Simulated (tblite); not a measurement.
Species: C2H8BSi (doublet state).
SMILES with atom numbers: `[CH3:1][B:2]([CH3:3])[SiH2:4]` (hydrogens: H5, H6, H7 on C1; H8, H9, H10 on C3; H11, H12 on Si4)

Computed with GFN2-xTB (tblite), gas phase: L-BFGS steps from a force-field or distance-geometry start until the largest atomic force falls under 0.01 eV/Å.

Step 39: E = -306.3329 eV
```
atom  x, y, z in Å  |  force x, y, z in eV/Å
C1     -0.2173    1.5513    0.2701   -0.001   0.027  -0.013
B2      0.0250   -0.0153    0.0821    0.008  -0.003   0.008
C3     -1.2475   -0.9684   -0.0620   -0.017  -0.013  -0.019
Si4     1.7756   -0.7126   -0.0579   -0.007  -0.014   0.013
H5     -1.1933    1.7882    0.6919    0.017  -0.012   0.010
H6     -0.1731    2.0580   -0.6968    0.008   0.009   0.020
H7      0.5358    2.0276    0.8978   -0.005   0.023  -0.022
H8     -2.1501   -0.5496    0.3813    0.018  -0.009   0.011
H9     -1.0938   -1.9550    0.3751   -0.018  -0.005  -0.026
H10    -1.4759   -1.1347   -1.1174   -0.003  -0.016   0.017
H11     2.1703   -2.1149   -0.2647    0.006   0.034   0.005
H12     3.0456    0.0247    0.0185   -0.005  -0.020  -0.002
```

Step 40: E = -306.3332 eV
```
atom  x, y, z in Å  |  force x, y, z in eV/Å
C1     -0.2177    1.5504    0.2683   -0.002   0.020  -0.005
B2      0.0264   -0.0158    0.0804    0.005  -0.001   0.011
C3     -1.2471   -0.9672   -0.0635   -0.014  -0.009  -0.010
Si4     1.7771   -0.7137   -0.0551   -0.007  -0.010   0.012
H5     -1.1909    1.7855    0.6970    0.009  -0.015   0.018
H6     -0.1842    2.0558   -0.6991    0.021   0.018   0.009
H7      0.5387    2.0280    0.8907    0.000   0.033  -0.028
H8     -2.1469   -0.5501    0.3864    0.012  -0.005   0.022
H9     -1.0916   -1.9559    0.3678   -0.023  -0.013  -0.034
H10    -1.4823   -1.1250   -1.1182    0.002  -0.029   0.003
H11     2.1726   -2.1160   -0.2597    0.005   0.031   0.005
H12     3.0473    0.0233    0.0230   -0.007  -0.019  -0.002
```

Step 41: E = -306.3335 eV
```
atom  x, y, z in Å  |  force x, y, z in eV/Å
C1     -0.2182    1.5495    0.2660   -0.001   0.007   0.007
B2      0.0281   -0.0164    0.0782   -0.003   0.002   0.013
C3     -1.2467   -0.9658   -0.0656   -0.006  -0.002   0.004
Si4     1.7788   -0.7151   -0.0517   -0.007   0.000   0.011
H5     -1.1877    1.7817    0.7038   -0.002  -0.015   0.026
H6     -0.1978    2.0536   -0.7018    0.032   0.027  -0.006
H7      0.5422    2.0293    0.8813    0.007   0.043  -0.032
H8     -2.1426   -0.5508    0.3933    0.003  -0.001   0.031
H9     -1.0895   -1.9572    0.3579   -0.025  -0.023  -0.040
H10    -1.4906   -1.1136   -1.1191    0.005  -0.040  -0.016
H11     2.1757   -2.1168   -0.2531    0.004   0.019   0.003
H12     3.0494    0.0209    0.0289   -0.008  -0.016  -0.002
```

Step 42: E = -306.3341 eV
```
atom  x, y, z in Å  |  force x, y, z in eV/Å
C1     -0.2190    1.5480    0.2621    0.003  -0.010   0.020
B2      0.0313   -0.0175    0.0761   -0.016   0.007   0.013
C3     -1.2462   -0.9634   -0.0692    0.006   0.004   0.020
Si4     1.7818   -0.7177   -0.0451   -0.007   0.019   0.013
H5     -1.1814    1.7751    0.7174   -0.011  -0.013   0.033
H6     -0.2229    2.0482   -0.7073    0.043   0.036  -0.020
H7      0.5493    2.0337    0.8621    0.014   0.054  -0.037
H8     -2.1347   -0.5531    0.4070   -0.008   0.001   0.041
H9     -1.0863   -1.9611    0.3375   -0.027  -0.033  -0.047
H10    -1.5047   -1.0914   -1.1212    0.009  -0.050  -0.034
H11     2.1811   -2.1184   -0.2409    0.004  -0.002  -0.001
H12     3.0530    0.0169    0.0396   -0.009  -0.010  -0.001
```

Task: Estimate the geometry and energy of step 43. (The exact step hangs on the optimiser's Hessian estimate; all steps are aligned on step 42, rigid shifts and turns removed.)

Result: E = -306.3357 eV, largest force 0.100 eV/Å
```
atom  x, y, z in Å  |  force x, y, z in eV/Å
C1     -0.2212    1.5434    0.2515    0.014   0.010   0.022
B2      0.0404   -0.0217    0.0753   -0.044   0.017   0.003
C3     -1.2444   -0.9565   -0.0790   -0.003  -0.018   0.015
Si4     1.7905   -0.7254   -0.0228   -0.010   0.059   0.019
H5     -1.1607    1.7570    0.7605    0.028  -0.005   0.026
H6     -0.2995    2.0262   -0.7255    0.066   0.021   0.035
H7      0.5729    2.0521    0.7990   -0.031   0.050  -0.081
H8     -2.1118   -0.5629    0.4497    0.009  -0.030   0.034
H9     -1.0788   -1.9764    0.2698   -0.051   0.010  -0.082
H10    -1.5440   -1.0195   -1.1276    0.034  -0.068   0.016
H11     2.1953   -2.1240   -0.2046    0.003  -0.045  -0.007
H12     3.0627    0.0069    0.0717   -0.015  -0.001   0.000
```

The energy changes by -0.0016 eV. The first-order estimate −F·Δx gives -0.0023 eV and the mean of the old and new forces, exact on a quadratic surface, -0.0013 eV. The step makes an angle of 85° with the force vector and moves no atom by more than 0.082 Å.

What follows is the cost of the whole relaxation. Hardware: an Arm Neoverse V2 with one thread, shared host with 96 logical CPUs at a one-minute load of 49. Cost: 0.25 s of wall time.
